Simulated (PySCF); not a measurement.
Gas-phase reaction: SnS + 2 H2S → SnH4 + 3 S

Method: PySCF energies plus ideal-gas RRHO corrections (1 bar). † marks an energy on the PBE0/def2-TZVP geometry and frequencies; other levels use their own. MP2 freezes the core. Open shells (unrestricted): S (multiplicity 3, electronic degeneracy 9); the rest are closed-shell singlets. Spin-orbit splitting is ignored; it lowers the true energy and changes the entropy of S. Sn: scalar-relativistic def2 core potential, no spin-orbit coupling. MP2 isn't extrapolated to the basis-set limit; its ΔH°(298 K) is 815.8 kJ in def2-SVP and 920.8 kJ in def2-TZVPP. The harmonic model lacks anharmonicity and excited electronic states, which grow with temperature; levels with a mode under 35 cm⁻¹ are left out.

ΔH° and ΔS° at 298 K: BLYP/def2-TZVP† 930 kJ, 85 J/K; M06-2X/def2-TZVP† 920 kJ, 85 J/K; MP2/def2-TZVPP† 921 kJ, 85 J/K; PBE/def2-SVP 952 kJ, 84 J/K.

**Question.** With the heat capacities included, give log10 K (1 bar) at 800, 1200, 1600, 1800, 2000 K from BLYP/def2-TZVP†, M06-2X/def2-TZVP†, MP2/def2-TZVPP†, PBE/def2-SVP.

**Answer.** 
```csv
T (K),BLYP/def2-TZVP†,M06-2X/def2-TZVP†,MP2/def2-TZVPP†,PBE/def2-SVP
800,-56.0,-55.3,-55.4,-57.4
1200,-35.4,-35.0,-35.0,-36.4
1600,-25.1,-24.7,-24.8,-25.8
1800,-21.6,-21.3,-21.3,-22.2
2000,-18.8,-18.5,-18.5,-19.4
```
